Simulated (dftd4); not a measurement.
hexafluorodisiloxane (F$_{6}$OSi$_{2}$), singlet, geometry from GFN2-xTB; D4 for r2scan (dftd4).

Input for dftd4:
```
$ dftd4 mol.xyz --func r2scan --charge 0 --json dftd4.json --noedisp --grad

# file mol.xyz
9

F      2.21885290     0.19334445    -1.14768293
Si     1.49242503     0.32186169     0.23964350
F      2.33834457    -0.41456129     1.33748724
F      1.39842636     1.84874384     0.60070824
O      0.05739792    -0.36176336     0.18858272
Si    -1.48267425    -0.38331814    -0.20760702
F     -1.71986274     0.17718168    -1.65679789
F     -2.32640504     0.48452724     0.79431689
F     -1.97554429    -1.87206957    -0.14549515
```

It wrote (shortened):

```
                    ____  _____ _____     ____  _  _
      -------------|  _ \|  ___|_   _|---|  _ \| || |------------
     |             | | | | |_    | | ___ | | | | || |_           |
     |             | |_| |  _|   | ||___|| |_| |__   _|          |
     |             |____/|_|     |_|     |____/   |_|            |
     |             ===================================           |
     |            E. Caldeweyher, S. Ehlert & S. Grimme          |
     |          Mulliken Center for Theoretical Chemistry        |
     |                    University of Bonn                     |
      -----------------------------------------------------------

Rational (Becke-Johnson) damping: r2scan-D4-ATM
---------------------
  s6         1.0000
  s8         0.6019
  s9         1.0000
  a1         0.5156
  a2         5.7734
 alp        16.0000
--------------------

Dispersion energy:      -2.4354338445605E-03 Eh

Gradient norm:           1.1177735152679E-04 Eh/a0
--------------------------------------------------
     #    Z           dE/dx      dE/dy      dE/dz
--------------------------------------------------
     1    9 F     4.200E-05  4.427E-06 -1.485E-05
     2   14 Si   -1.426E-05 -1.135E-06 -3.354E-06
     3    9 F     3.939E-05 -4.125E-06  1.924E-05
     4    9 F     3.157E-05  2.987E-05  1.110E-05
     5    8 O     1.724E-06 -1.087E-05  5.664E-06
     6   14 Si    1.356E-05  5.571E-06  1.042E-06
     7    9 F    -3.624E-05 -4.607E-07 -2.643E-05
     8    9 F    -4.334E-05  4.062E-06  1.042E-05
     9    9 F    -3.440E-05 -2.734E-05 -2.837E-06
--------------------------------------------------

Virial:
--------------------------------------------------
      component           x          y          z
--------------------------------------------------
          x       7.923E-04  1.450E-04  9.101E-05
          y       1.450E-04  2.122E-04  2.236E-05
          z       9.101E-05  2.236E-05  1.927E-04
--------------------------------------------------

[Info] Dispersion results written to 'dftd4.txt'
[Info] JSON dump of results written to 'dftd4.json'
```
